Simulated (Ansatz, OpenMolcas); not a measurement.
**Worked example: vertical ionisation energy of BCNF2 (SMILES N#CB(F)F)**

BCNF2: 5 atoms, total charge 0, spin state singlet. As SMILES, `N#CB(F)F`. The coordinates come from a PBE0-D4/def2-TZVP relaxation.

| atom | x (Å) | y (Å) | z (Å) |
| --- | --- | --- | --- |
| N | -0.7151 | 1.7897 | 0.8010 |
| C | -0.3194 | 0.8048 | 0.3593 |
| B | 0.2120 | -0.5174 | -0.2338 |
| F | 1.4512 | -0.8728 | -0.0262 |
| F | -0.5787 | -1.2779 | -0.9419 |

Both states at this one shape; open shells run unrestricted unless said. 1 Eh = 27.2114 eV.

| level | program | singlet BCNF2 (Eh) | doublet [BCNF2]+ (Eh) |
| --- | --- | --- | --- |
| TPSS/6-311+G** | OpenMolcas | -317.623301 | -317.134453 |
| CCSD/6-311+G**, 5 core orbitals frozen | Ansatz | -316.873869 | -316.375062 |

Problem. Work out the vertical ionisation energy at each level.

Solution. 
1. TPSS/6-311+G**: -317.134453 − (-317.623301) = 0.488848 Eh = 13.30 eV.
2. CCSD/6-311+G**: -316.375062 − (-316.873869) = 0.498807 Eh = 13.57 eV.

No measured value is set beside it here; the levels span 13.30 to 13.57 eV.
